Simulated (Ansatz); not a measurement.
Isolated molecules relaxed with PBE0-D4/def2-TZVP in Ansatz; ΔE leaves out vibrations. CCSD(T)/CBS adds triple-zeta CCSD(T) − MP2 to the extrapolated MP2 energy (def2 sets, frozen cores). Functionals use def2-TZVPP. Each species was taken in one conformer, which may not be the lowest.

`C[SiH2]C1C=N1` + `C=NB(F)Cl` → `C[SiH2]B(F)Cl` + `C=NC1C=N1`  (formal exchange of groups at the Si–C bond)

`C[SiH2]C1C=N1`:

Cartesian coordinates in Å:
```
C -1.651 0.439 0.903
Si -0.615 0.047 -0.601
C 1.210 0.208 -0.223
C 2.175 -0.851 -0.464
N 1.849 -0.853 0.733
H -2.716 0.324 0.689
H -1.480 1.466 1.235
H -1.391 -0.231 1.726
H -0.955 0.979 -1.715
H -0.865 -1.348 -1.059
H 1.614 1.212 -0.084
H 2.825 -1.393 -1.140
```

`C=NB(F)Cl`:

Cartesian coordinates in Å:
```
C -0.695 1.080 -0.319
N 0.242 0.290 -0.110
B 0.712 -0.922 0.366
F 1.216 -1.024 1.589
Cl 0.770 -2.331 -0.688
H -0.518 2.039 -0.817
H -1.728 0.867 -0.022
```

`C[SiH2]B(F)Cl`:

```xyz
10

C    -0.360   -1.427    0.219
Si    0.756    0.021   -0.170
B    -0.245    1.787   -0.121
F     0.353    2.933   -0.374
Cl   -1.961    1.868    0.264
H    -1.178   -1.487   -0.502
H     0.194   -2.368    0.188
H    -0.798   -1.319    1.214
H     1.362   -0.118   -1.526
H     1.878    0.111    0.808
```

`C=NC1C=N1`:

```xyz
9

C     0.264   -1.224   -0.942
N     0.095   -1.082    0.299
C     0.184    0.212    0.866
C    -0.677    1.291    0.466
N     0.471    1.440   -0.001
H     0.482   -0.392   -1.620
H     0.198   -2.224   -1.368
H     0.632    0.210    1.854
H    -1.650    1.769    0.445
```

| level | ΔE (eV) |
| --- | --- |
| PBE | 1.05 |
| r2SCAN | 1.12 |

(1) What does CCSD(T)/CBS give? (An estimate is asked.)

Largest T1 diagnostic among the species: 0.013.

Results:

(1) Ansatz gave: +1.12 eV. The listed levels differ from it by -0.07, 0.00 eV.

From PBE to PBE0 (25 % exact exchange), in def2-TZVPP and without D4, ΔE moves by +0.03 eV. In def2-TZVPP, CCSD(T) changes the Hartree–Fock value by −0.11 eV (the triples alone add −0.03 eV) and MP2 by −0.04 eV.
